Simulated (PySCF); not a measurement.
C5H6OSi. Atoms are numbered in the order given.

```xyz
13

C     -0.1761     1.4416     2.4634
C     -0.0777     0.7367     1.4760
Si     0.0677    -0.3520     0.0000
C     -1.2431    -1.6603     0.0000
O      1.5375    -1.1277     0.0000
C     -0.0777     0.7367    -1.4760
C     -0.1761     1.4416    -2.4634
H     -0.2640     2.0664     3.3348
H     -1.1452    -2.2943     0.8939
H     -1.1452    -2.2943    -0.8939
H     -2.2443    -1.2045     0.0000
H      2.3189    -0.5669     0.0000
H     -0.2640     2.0664    -3.3348
```
Charge 0, spin multiplicity 1.

Geometry optimised at PBE0-D3(BJ)/def2-SVP. The values are those of a single conformer.

Level of theory: PySCF with PBE0/def2-TZVP.

Gas-phase values at a fixed geometry.

Problem. Estimate the frontier levels, gap, dipole moment and polarisability. (Estimate from the structure and the level; the computed values follow.)

Solution. 
```yaml
highest_occupied_level: -8.07 eV
lowest_empty_level: -0.67 eV
orbital_gap: 7.40 eV
dipole_moment: 1.12 D
quadrupole, principal values (traceless, Buckingham form, about the centre of nuclear charge): -6.36, 0.51, 5.85 D·Å
mean_static_polarisability: 80.2 bohr³ (11.88 Å³)
polarisability_principal_values: 61.6, 80.1, 98.9 bohr³
```
